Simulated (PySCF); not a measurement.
CH5ClGaNO, SMILES C[O][Ga]([NH2])[Cl]. Atoms are numbered in the order given.

```xyz
10

Ga    -0.0798     0.1411     0.0856
Cl     1.3054    -0.1107     1.6881
O      0.0199    -1.0436    -1.2339
C     -0.8302    -0.9746    -2.3544
H     -0.9149     0.0466    -2.7774
H     -0.4229    -1.6245    -3.1475
H     -1.8541    -1.3319    -2.1282
N     -1.2019     1.5478     0.0599
H     -1.3092     2.1563     0.8638
H     -1.9827     1.6224    -0.5821
```

Coordinates come from a r2SCAN-D4/def2-SVP optimisation. The structure was generated by enumeration; whether it is a known compound was not checked. Other conformers were not sampled.

All values below come from PBE0/def2-TZVP in PySCF.

ESP charges are fitted to the potential on shells at 1.4 to 2.0 van der Waals radii. Atomic charges (e):

| atom | ESP fit | IAO | Mulliken |
|---|---|---|---|
| Ga1 | 0.86 | 1.00 | 0.65 |
| Cl2 | [?] | -0.31 | -0.29 |
| O3 | -0.48 | -0.61 | -0.37 |
| C4 | [?] | -0.19 | -0.23 |
| H5 | [?] | 0.12 | 0.11 |
| H6 | [?] | 0.15 | 0.13 |
| H7 | [?] | 0.12 | 0.11 |
| N8 | -1.01 | -0.83 | -0.63 |
| H9 | 0.36 | 0.28 | 0.25 |
| H10 | 0.37 | 0.28 | 0.25 |

Question: Complete the blanks. (An estimate is asked for; the answer gives what the named calculation found.)

Answer: 
- Cl2, ESP fit: -0.29
- C4, ESP fit: 0.01
- H5, ESP fit: 0.06
- H6, ESP fit: 0.07
- H7, ESP fit: 0.04
